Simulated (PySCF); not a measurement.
Bond stretch in BeF, doublet.

Computed with CCSD(T) on UHF/6-31G, 1 core orbital frozen (PySCF 2.14.0).

Task: Relative to R = 1.40 Å, what are the energies at R = 1.32, 1.50, 1.72, 1.86 Å?

Result: 0.204 eV at 1.32 Å, 0.074 eV at 1.50 Å, 0.874 eV at 1.72 Å, 1.549 eV at 1.86 Å.

The scan ran from 1.10 to 5.52 Å; beyond the distances shown one of the unrestricted levels run for this scan, shown here or not, changes its spin distribution in one step.
